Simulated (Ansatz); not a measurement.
System: CrCl, net charge 0, sextet state. The spin state was set by rule; other spins were not relaxed. 
Geometry from a B3LYP-D3(BJ)/def2-TZVP (Ansatz, a quantum-chemistry and plane-wave program) optimisation:
```
Cr
Cl 1 2.2131
```
Charge 0, spin multiplicity 6.

Quantity: vertical ionisation energy (to the quintet state of charge +1; each state is the SCF solution reached for its spin; for the sextet T1 is 0.137), in eV. Cores are frozen in the correlated levels unless marked. Open shells are spin-unrestricted. Spin-orbit coupling is left out. The frozen core is the preceding noble-gas configuration, with the filled d and f shells of earlier blocks. No relativistic terms. CBS marks a two-point X^-3 extrapolation of the correlation energy; Hartree-Fock from the larger set.

| level | program | vertical ionisation energy (eV) |
|---|---|---|
| SVWN5/def2-TZVPD | Ansatz | 8.73 |

Task: What does CCSD(T)/CBS(def2-TZVPPD,def2-QZVPPD) (Ansatz) give?

Result: 8.01 eV
